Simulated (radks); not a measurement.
The numbers below are computed, except where a source is named.
Co IV, configuration [Ar] 3d(up 5, down 1). Level of theory: scalar-relativistic Kohn-Sham, LDA (Slater exchange, Perdew-Wang correlation), spin-polarised, spherical densities, finite nucleus; Fermi nuclear charge, rms radius 3.7875 fm (a radial shooting solver on a logarithmic mesh with Libxc functionals). Some entries of the table are withheld. Estimate them.

orbital  occ.  eigenvalue (hartree)  <r^2> (bohr^2)
1s up       1             -279.8601        0.004260
1s down     1             -279.8594        0.004260
2s up       1             -34.43477         0.07750
2s down     1             -34.34568         0.07725
2p up       3             -29.73398             (1)
2p down     3             -29.66531             (2)
3s up       1              -5.22057          0.6814
3s down     1              -5.04855          0.6878
3p up       3              -3.87520          0.7605
3p down     3              -3.70741          0.7724
3d up       5              -1.73270           1.086
3d down     1              -1.57460           1.167

Answer. 
(1) 2p up <r^2> (bohr^2): 0.06243
(2) 2p down <r^2> (bohr^2): 0.06218
